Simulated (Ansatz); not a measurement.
Basis-set extrapolation for `C[O][Al]([NH2])[Cl]` (PBE0-D4/def2-TZVP geometry, frozen core, Ansatz 0.2.0). Multiplicity 1, RHF reference.

```json
{"": "HF", "def2-TZVPP": "-871.775191", "def2-QZVPP": "-871.803906"}
{"": "MP2 correlation", "def2-TZVPP": "-0.885138", "def2-QZVPP": "-0.957125"}
{"": "CCSD(T) correlation", "def2-TZVPP": "-0.959886", "def2-QZVPP": "not run"}
```

Energies in hartree. Use E(X) = E(∞) + A·exp(−7.88·√X) for Hartree–Fock and E(X) = E(∞) + B·X^(−2.97) for correlation, with X = 3 and 4, and add CCSD(T) minus MP2 of the smaller set to the MP2 limit.

Task: What is the CCSD(T) energy at the basis-set limit?

Result: HF limit: -871.803906 + (-0.028715) × 0.13774 = -871.80786. MP2 limit: -0.957125 + (-0.071987) × 0.74074 = -1.01045. Higher-order term: -0.959886 − (-0.885138) = -0.07475. Total: -872.89306 hartree, 414.8 kJ/mol below CCSD(T)/def2-TZVPP.
